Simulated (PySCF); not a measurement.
Gas-phase XPS of (HMg-mu-NH2)2, computed

Species: (HMg-mu-NH2)2.
Cartesian coordinates in Å at the PBE0-D3(BJ)/def2-SVP level; atoms count from 1:
```xyz
10
H6Mg2N2 angstrom
Mg     1.4356    0.3068    0.2739
H      3.0943    0.5889    0.6222
N     -0.3686    0.5624    1.2972
Mg    -1.4309   -0.3431   -0.2556
H     -3.0558   -0.8339   -0.5222
N      0.3589   -0.5012   -1.3222
H     -0.6240    1.5301    1.5112
H     -0.4373    0.1103    2.2127
H      0.4043    0.0241   -2.1994
H      0.6236   -1.4445   -1.6179
```

The calculation used delta-SCF UKS SCAN, pcX-2 on the ionised atom, pcseg-1 elsewhere, spin-free X2C (PySCF). Binding energies are ΔSCF values: E(core-ionised, relaxed orbitals) − E(ground state) at a fixed geometry, referred to the vacuum level.

Question: What binding energy does each computed site have?

Answer: 
```tsv
atom(s)	environment	level	binding energy (eV)	count
Mg1/Mg4	magnesium bonded to 2 N and H	Mg 1s	1310.17	2
N3/N6	nitrogen bonded to 2 Mg and 2 H	N 1s	404.32	2
```

Question: Which photon energy gives electrons from N 1s of N3/N6 a kinetic energy of 150 eV, and what is their de Broglie wavelength?

Answer: hν = 404.32 + 150 = 554.32 eV, recoil neglected; λ = 12.264 Å/√(E/eV) = 1.00 Å.

Atoms equivalent by their bonding share one computed value, that of the first of them. Isolated species at its PBE0-D3(BJ)/def2-SVP geometry (one conformer only).

The run took 6.0 s wall on one thread of an Arm Neoverse V2, on a shared host.
